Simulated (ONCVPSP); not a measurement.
## What one change does to a pseudopotential (lead, ONCV)

* Element: Pb
* Generator: ONCVPSP 4.0.1
* Type: optimised norm-conserving Vanderbilt (ONCV)
* Functional: PBE
* Relativity: fully relativistic
* Frozen core: [Xe] 4f14
* Valence charge: 14
* Reference configuration: 5d10 6s1.75 6p2.25
* Partial waves: 6s: rc 2.10 bohr, ncon 4, nbas 8, qcut 2.7 1/bohr, 1 projector; 6p: rc 2.80 bohr, ncon 3, nbas 7, qcut 2.3 1/bohr, 2 projectors, debl 1.8 Ha; 5d: rc 2.05 bohr, ncon 3, nbas 8, qcut 8.7 1/bohr, 2 projectors, debl 0.7 Ha
* Local potential: polynomial inside 1.35 bohr (lpopt 1, dvloc0 1 Ha)
* Core correction: polynomial model core, fcfact 0.65

Open shells are filled in proportion to 2j + 1.

In the d channel the program set the typed energies aside and used -0.753, 0.250 Ha (j = l + 1/2; the other j can differ).

Change: d: qcut 12.6.

Cutoffs: the cutoffs (Ha) at which the residual kinetic energy of the hardest occupied pseudo-wave falls to 1 and 0.1 mHa per electron; they do not see the model core or the augmentation charge, which bear on the density cutoff. Errors are all-electron minus pseudo energies relative to the spin-unpolarised reference configuration.

**Question.** Predict the effect on cutoff, ghosts and configuration errors.

**Answer.** The potential gets neither clearly harder nor softer (30 Ha and 39 Ha → 31 Ha and 39 Ha); both files keep a bound ghost (s); the lowest positive-energy flag moves from p3/2 at 41.7 eV to d5/2 at 3.9 eV; the errors of the 4 common tests hardly move; the range in which the d5/2 phases agree narrows (upper end at the end of the scan → 1.3).

| quantity | base | changed |
| --- | --- | --- |
| cutoff, loose | 30 Ha | 31 Ha |
| cutoff, tight | 39 Ha | 39 Ha |
| loose cutoff by channel | s 30 Ha, p 2.1 Ha, d 24 Ha | s 30 Ha, p 2.1 Ha, d 31 Ha |
| bound ghosts | s | s |
| GHOST(+) flags under 300 eV | p3/2 at 41.7 eV, p1/2 at 55.6 eV | d5/2 at 3.9 eV, p3/2 at 41.7 eV, p1/2 at 55.6 eV |
| error for 5d10 6s2 6p2, meV [ΔE -2.11 eV] | +0.8 | +0.8 |
| error for 5d10 6s2 6p1, meV [ΔE 4.59 eV] | -0.4 | -0.3 |
| error for 5d10 6s2 6p0, meV [ΔE 18.20 eV] | -23 | -23 |
| error for 5d10 6s2 6p1.5, meV [ΔE 0.44 eV] | +1.2 | +1.2 |
| s: phases at 2.13 bohr within 0.05 rad from the reference energy up to (Ha; the scan ends near 5) | 1.8 | 1.8 |
| p3/2: phases at 2.84 bohr within 0.05 rad from the reference energy up to (Ha; the scan ends near 5) | 2.1 | 2.1 |
| p1/2: phases at 2.84 bohr within 0.05 rad from the reference energy up to (Ha; the scan ends near 5) | 1.8 | 1.8 |
| d5/2: phases at 2.08 bohr within 0.05 rad from the reference energy up to (Ha; the scan ends near 5) | to the end of the scan | 1.3 |
| d3/2: phases at 2.08 bohr within 0.05 rad from the reference energy up to (Ha; the scan ends near 5) | to the end of the scan | to the end of the scan |
| rms error of d²Exc/dni dnj with the model core, mHa | 2.53 | 2.48 |

 A true bound ghost makes a file unfit for plane-wave use even where its test errors are small: the radial tests pick states by their node count and pass the ghost by.
